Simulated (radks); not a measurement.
Values are calculated unless marked as measured or tabulated.
Coulomb parameter of the 3d shell of neutral copper in the model configuration [Ar] 3d8.5 4s1 4p1.5, as a second difference U = [E(n + 0.5) + E(n - 0.5) - 2 E(n)] / (0.5)^2 with all orbitals relaxed. "Bare": the charge of the atom changes with n. "Screened": the 4p shell takes up the change at fixed total charge, which measures U(3d,3d) + U(4p,4p) - 2 U(3d,4p). Code: a radial shooting solver on a logarithmic mesh with Libxc functionals. Model: scalar-relativistic Kohn-Sham, PBE, spin-unpolarised, spherical densities, finite nucleus; Fermi nuclear charge, rms radius 3.8823 fm.

case	configuration	E - E(n) (eV)
start	[Ar] 3d8.5 4s1 4p1.5	0.000
bare +0.5	[Ar] 3d9 4s1 4p1.5	-5.986
bare -0.5	[Ar] 3d8 4s1 4p1.5	9.392
screened +0.5	[Ar] 3d9 4s1 4p1	-5.466
screened -0.5	[Ar] 3d8 4s1 4p2	6.997

U(bare) = 13.624 eV, U(screened by 4p) = 6.122 eV, against the Slater integral F0(3d,3d) = 27.948 eV with frozen orbitals. The step up makes a negative ion, whose loosely bound charge lowers the bare value.
